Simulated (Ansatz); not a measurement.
Reactions of CH4BrInO (`[OH][InH][CH2]Br`).

Gas-phase electronic energies from Ansatz, PBE0-D4/def2-TZVP geometries. CBS: MP2 limit from def2 TZ/QZ plus the TZ coupled-cluster correction, frozen cores. This one scheme is used for every species. Functionals use def2-TZVPP. B3LYP here is the variant with VWN-RPA as its local correlation; programs differ in this. Triplets are unrestricted, without spin–orbit coupling. Elements past krypton have def2 core potentials. For Br, In outer-core shells are correlated without core-valence functions, which leaves a few kJ/mol of doubt a bond. Scalar relativity is left out up to krypton. One conformer a species, not always the lowest.

```json
{"reaction": "`[OH][InH][CH2]Br` → `[CH2]` (triplet) + `[OH][InH][Br]`", "CCSD(T)/CBS(def2) (kJ/mol)": "?"}
{"reaction": "`[OH][InH][CH2]Br` + H–F → `[OH][InH][F]` + `CBr`", "CCSD(T)/CBS(def2) (kJ/mol)": "-77"}
{"reaction": "`[OH][InH][CH2]Br` + HCl → `[OH][InH][Cl]` + `CBr`", "CCSD(T)/CBS(def2) (kJ/mol)": "-142"}
{"reaction": "`[OH][InH][CH2]Br` + H₂O → `O[CH2][InH][OH]` + HBr", "CCSD(T)/CBS(def2) (kJ/mol)": "52"}
```

(1) Fill in the missing values. (Best estimate.)

Largest T1 diagnostic: 0.017, for `[OH][InH][F]`.

Answers

(1) Ansatz gave: `[OH][InH][CH2]Br` → `[CH2]` (triplet) + `[OH][InH][Br]`: +264.9 kJ/mol.
